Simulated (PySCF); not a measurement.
# Electron correlation in Cd⁺ (cadmium, charge +1)

[Kr] 4d10 5s1, 2S determinant. Computed with PySCF 2.14 in def2-SVP with the def2 core potential (28 electrons), with a scalar-relativistic core potential. Frozen: 4s2 4p6; 11 electrons correlated.

MP2 pair energies summed by pair of shells (mhartree):

```tsv
pair	energy	share (%)
4d-4d	-212.07	89.3
4d-5s	-25.36	10.7
```

Total MP2 correlation energy: -237.44 mhartree.

Same-spin part -92.84 and opposite-spin part -144.60 mhartree; SCS-MP2 scales them by 1/3 and 6/5 to -204.47 mhartree.

```
  level  correlation energy (mhartree)
   CCSD                        -229.24
    (T)                          -2.91
CCSD(T)                        -232.15
```

Diagnostics: T1 = 0.0055, D1 = 0.0240, largest double amplitude 0.021.

Cost of the coupled-cluster step: 0.42 s of wall time on 1 thread of Neoverse-V2 (shared host), for 11 correlated electrons.
